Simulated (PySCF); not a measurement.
## MTi for M along the halogens

r²SCAN with triple-zeta basis sets in PySCF, for the lowest determinant that a PBE0 search found; no spin–orbit coupling. De refers to high-spin ground-configuration atoms. A positive dipole means M(−)Ti(+).

| M | basis | state (unpaired electrons) | Re (Å) | ωe (cm⁻¹) | De (eV) | μ (D) |
| --- | --- | --- | --- | --- | --- | --- |
| F | x2c-TZVPPall | quartet (σ ↑, δ ↑↑) | 1.769 | 712 | n/a | 3.31 |
| Cl | x2c-TZVPPall | quartet (σ ↑, π ↑, δ ↑) | 2.248 | 411 | n/a | 3.46 |
| Br | def2-TZVPP | quartet (σ ↑, π ↑, δ ↑) | 2.407 | 309 | n/a | 3.84 |
| I | x2c-TZVPPall | quartet (σ ↑, π ↑, δ ↑) | 2.620 | 257 | n/a | 3.80 |

The shortest bond is that of TiF (1.769 Å), the longest that of TiI (2.620 Å).

The rows differ in basis set, which adds steps of its own.

The state changes along the series, so neighbouring rows are not always alike in their bonding.

De is left out where the level can put another filling of the metal’s s and d shells below the measured ground configuration, by anything from nothing to about 1 eV. These are scalar-relativistic numbers at best; spin–orbit coupling would shift them, the dissociation energy most. The state is the lowest single determinant that the PBE0 search found; with open d or f shells the true ground state can be another one.
